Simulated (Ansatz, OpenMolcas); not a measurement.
From Ansatz to OpenMolcas

Ansatz 0.2.0 runs this on SiH2Br2 (dibromosilane):

run.yaml:
```yaml
crystal:
  periodic: [false, false, false]
  atoms:
    - {symbol: Br, position_ang: [-1.672690, -1.239290, 0.362310]}
    - {symbol: Si, position_ang: [0.158230, -0.046290, 0.054680]}
    - {symbol: Br, position_ang: [-0.295570, 1.814160, -1.042010]}
    - {symbol: H, position_ang: [1.103430, -0.843230, -0.751710]}
    - {symbol: H, position_ang: [0.706590, 0.314640, 1.376730]}
basis:
  gaussian: {orbitals: def2-SVP}
accuracy: high
correlation: {method: ccsd_t, frozen_orbitals: {Br: 9, H: 0, Si: 5}}
scf: {omitted_lower_state_checks: [cluster_reference, increment]}
```

```bash
$ ansatz run run.yaml --threads 1 --pin off --max-ram 3480MiB --events-out events.jsonl --progress --plain --runs-dir runs
```

The shape is that of a PBE0-D4/def2-TZVP optimisation.

It gives a total energy of -5434.887499 Eh.

Q: Write the same calculation for OpenMolcas 26.06 as an input file of the program's own.

A: For example:

input.xyz:
```
5

Br    -1.672690    -1.239290     0.362310
Si     0.158230    -0.046290     0.054680
Br    -0.295570     1.814160    -1.042010
H      1.103430    -0.843230    -0.751710
H      0.706590     0.314640     1.376730
```

calc.input:
```
&GATEWAY
 BASLIB
 $CurrDir
 COORD
 input.xyz
 BASIS
 def2-SVP
 GROUP
 NoSym

&SEWARD

&SCF
 THRESHOLDS
 1e-10 1e-07 1e-07 1e-05
 PRORBITALS
 1 2

&RASSCF
 FILEORB
 $Project.ScfOrb
 SPIN
 1
 NACTEL
 0 0 0
 INACTIVE
 43
 RAS2
 0
 OUTORBITALS
 Canonical
 ORBLISTING
 Few

&MOTRA
 JOBIPH
 FROZEN
 23

&CCSDT
 CCT
 TRIPLES
 2
 ITERATIONS
 80
 ACCURACY
 1e-08
 EXTRAPOLATION
 5 4
```

```bash
$ export MOLCAS_MEM=1860
$ pymolcas calc.input > calc.log
```

(Basis files named in the input come from the Basis Set Exchange and aren't shown.)

Its energy is -5434.887499 Eh, the same as the first but for the last digit, at most.
